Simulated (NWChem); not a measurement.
System: BNH$_{2}$Cl$_{2}$; SMILES NB(Cl)Cl

The following NWChem deck was run.

```
start job
memory heap 200 mb stack 900 mb global 1100 mb
geometry units angstroms noautoz
  B      0.000000     0.000000    -0.333253
  Cl     1.535415     0.000000     0.559285
  Cl    -1.535415     0.000000     0.559285
  N      0.000000     0.000000    -1.730568
  H     -0.861000     0.000000    -2.276915
  H      0.861000     0.000000    -2.276915
end
basis spherical
  B library 6-311g**
  Cl library 6-311g**
  N library 6-311g**
  H library 6-311g**
end
dft
  xc xtpss03 ctpss03
  iterations 150
  mulliken
end
task dft energy
```

Structure relaxed at the PBE-D3(BJ)/def2-SVP level.

### Question
What results follow from this input? (TPSS/6-311G** (spherical d).) Quantities: basis functions; energy (Ha); highest occupied level (eV); orbital gap (eV); dipole (D).

### Answer
| Item | Value |
|---|---|
| number of basis functions | 100 |
| energy (Ha) | -1001.44 |
| highest occupied level (eV) | -7.27 |
| orbital gap (eV) | 6.58 |
| dipole (D) | 3.25 |
